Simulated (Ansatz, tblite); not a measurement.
Removing and adding an electron: TiO₄ (the lowest singlet isomer of a short search). The state is a singlet with charge 0. Geometry: PBE0-D4/def2-SVP. Ansatz, gas phase; energy differences of separate SCF runs; the oxidised species was run as a doublet alone; the reduced species was run as a doublet alone.

```
atom    x (Å)    y (Å)    z (Å)
 Ti1   0.0002   0.0001   0.0006
  O2   1.7775  -0.3145  -0.0105
  O3   1.0040  -1.3941  -0.5522
  O4  -1.3438   1.1451  -0.3727
  O5  -1.4378   0.5634   0.9349
```

The xTB rows come from tblite. The structure holds 2 bonds between oxygen atoms, so isomers without such links may lie far lower. The structure comes from a short search, and lower isomers may exist.

```csv
level,−HOMO (eV),vertical IE (eV),−LUMO (eV),vertical EA (eV),HOMO–LUMO gap (eV),IE − EA (eV),remarks
GFN1-xTB,13.79,17.67,12.03,8.18,1.76,9.49,–
GFN2-xTB,12.18,15.76,10.76,6.93,1.42,8.83,–
PBE-D4/def2-TZVP,6.08,9.48,4.18,–,1.90,–,–
PBE-D4/def2-TZVPD,6.12,–,4.21,0.96,1.91,–,HOMO above zero (-1 doublet)
r2SCAN-D4/def2-TZVP,6.40,9.60,4.09,–,2.31,–,spin-contaminated (⟨S²⟩ 0.85) (+1 doublet)
r2SCAN-D4/def2-TZVPD,6.42,–,4.08,1.00,2.33,–,HOMO above zero (-1 doublet)
PBE0-D4/def2-TZVP,7.66,9.78,3.19,–,4.47,–,spin-contaminated (⟨S²⟩ 1.00) (+1 doublet)
PBE0-D4/def2-TZVPD,7.69,–,3.19,1.35,4.50,–,HOMO above zero (-1 doublet)
```

   A HOMO above zero means that the electron is unbound at that level or that self-interaction error raises the level; the energy of removing that electron tells which. Raw xTB energy differences between charge states are shifted by several eV; the methods need an empirical correction for them.
